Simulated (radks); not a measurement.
Question: Pd+, configuration [Kr] 4d9. All-electron calculation, Dirac Kohn-Sham, LDA (Slater exchange, Perdew-Wang correlation), spin-unpolarised, spherical densities, point nucleus; open shells fill j = l - 1/2 first. Program: a radial shooting solver on a logarithmic mesh with Libxc functionals. Some entries of the table are withheld. Estimate them.

orbital  occ.  eigenvalue (hartree)  r(max) (bohr)  <1/r> (bohr^-1)
1s1/2       2             -886.8870        0.02067            48.19
2s1/2       2             -129.8443         0.1171            11.08
2p1/2       2             -120.5431        0.09052            11.06
2p3/2       4             -114.6943        0.09469            10.42
3s1/2       2             -23.73509         0.3424            3.856
3p1/2       2                   (1)         0.3287            3.764
3p3/2       4                   (2)         0.3385            3.608
3d3/2       4                   (3)         0.2803            3.443
3d5/2       6                   (4)         0.2831            3.402
4s1/2       2              -3.55387         0.8501            1.469
4p1/2       2              -2.41410         0.8911            1.345
4p3/2       4              -2.24792         0.9166            1.294
4d3/2       4              -0.55714          1.082           0.9386
4d5/2       5              -0.53936          1.095           0.9240

Answer: 
(1) 3p1/2 eigenvalue (hartree): -20.06015
(2) 3p3/2 eigenvalue (hartree): -19.04049
(3) 3d3/2 eigenvalue (hartree): -12.50770
(4) 3d5/2 eigenvalue (hartree): -12.30417
